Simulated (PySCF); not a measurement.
**Computed vibrations of [TmCl4]−**

[TmCl4]− (singlet in the valence; each metal's 4f electrons, 12 of them, lie in its core potential, out of spins and levels). PySCF 2.14.0, RKS PBE0, Tm lcecp-1-SVP with ECP58, Cl def2-SVP; non-relativistic Hamiltonian with scalar-relativistic core potentials where named; density fitting; no spin-orbit coupling. Central differences of gradients.

```xyz
5

Tm    0.0000    0.0000    0.0000
Cl    1.4416    1.4416    1.4416
Cl   -1.4416   -1.4416    1.4416
Cl    1.4416   -1.4416   -1.4416
Cl   -1.4416    1.4416   -1.4416
```

Run from Python with OMP_NUM_THREADS=2. Where DIIS fails, smearing, a level shift and second-order steps follow.
It took 16 s on 2 threads of Arm Neoverse V1, on a shared host.

(1) What are the harmonic wavenumbers and infrared intensities?

(2) Is this a minimum?

An lcecp potential fixes the number of 4f electrons, so in runs with it no electron can move into or out of that shell.

## Answers

(1) Modes are labelled in Td; negative numbers are unstable modes, those under 60 cm⁻¹ near the noise; a finer grid moves soft modes by up to 10 cm⁻¹.
```tsv
cm⁻¹	km/mol	symmetry
76	0.0	e
76	0.0	e
89	11.3	t2
89	11.3	t2
89	11.3	t2
301	0.0	a1
313	77.3	t2
313	77.3	t2
313	77.3	t2
```

(2) Yes. Ideal gas at 298.15 K and 1 bar: S = 399.0 J/(mol K), Cp = 102.0 J/(mol K), H − H(0 K) = 24.3 kJ/mol (rigid rotor, harmonic modes, spin degeneracy alone, that of the 4f electrons in the core included).
